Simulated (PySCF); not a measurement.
## How methods differ on the ionisation energy of Rb⁺

Rb⁺ [Kr] (1S) → Rb²⁺ [Ar] 3d10 4s2 4p5 (2P), as a difference of total energies. Calculation: PySCF 2.14, in x2c-TZVPall; scalar relativity by spin-free X2C-1e. Correlated levels: valence: [Ar] 3d10 4s2 frozen. The calculations carry no spin-orbit coupling.

```tsv
method	ionisation energy (eV)
UHF	26.453
TPSS	27.454
LDA	27.678
MP2 (valence)	27.547
SCS-MP2 (valence)	27.489
```

Problem. How much does correlation contribute at MP2 (valence)?

Solution. 27.547 − (26.453) = 1.094 eV, measured against UHF.

The reference lies between the lowest fine-structure levels, while these numbers refer to the centres of the terms.

Errors of the correlated levels include the incompleteness of this basis and the frozen core.

For comparison: 27.290 eV (measured; NIST Atomic Spectra Database, ionization energies).
